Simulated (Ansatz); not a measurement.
Ideal-gas functions of ClGeHO, SMILES `[OH][Ge][Cl]` at 400 K and 1 bar, from an Ansatz frequency run at PBE0-D4/def2-TZVP.

Molar mass 125.07 g/mol, point group Cs (symmetry number 1), electronic degeneracy 1, moments of inertia 40.469, 136.721, 177.19 u Å². Harmonic wavenumbers (cm⁻¹, unscaled): 211, 376, 500, 708, 821, 3846.

Use S(trans) = R[1.5 ln M + 2.5 ln T − 1.1517]; rotational temperatures θ = 24.2544 K / I; S(rot) = R[ln(√π/σ · √(T³/θAθBθC)) + 1.5]; for each mode x = 1.438777 ν̃/T, S = R[x/(eˣ − 1) − ln(1 − e⁻ˣ)] and H = RT x/(eˣ − 1); 1 cm⁻¹ = 0.0119627 kJ/mol; R = 8.31446 J/(mol·K).

Problem. By hand: the entropy, in J/(mol·K).

Solution. Translation 175.2. Rotation: θ = 0.5993, 0.1774, 0.1369 K, giving 109.5. Vibration, mode by mode: 10.80, 6.41, 4.47, 2.48, 1.80, 0.00, in all 26.0. Electronic 0.0. Sum 310.7 J/(mol·K).

Problem. By hand: H − E and G − E in kJ/mol, counted from the electronic energy.

Solution. Zero-point energy ½ × 6462 × 0.0119627 = 38.7; thermal vibration 6.2; translation, rotation and pV give 4 RT = 13.3. H − E = 58.2 kJ/mol, and G − E = 58.2 − 400 × 310.7/1000 = -66.1 kJ/mol.

Vibration gives 8 % of the entropy. The sum counts one conformer and one mirror image; others add a mixing term.
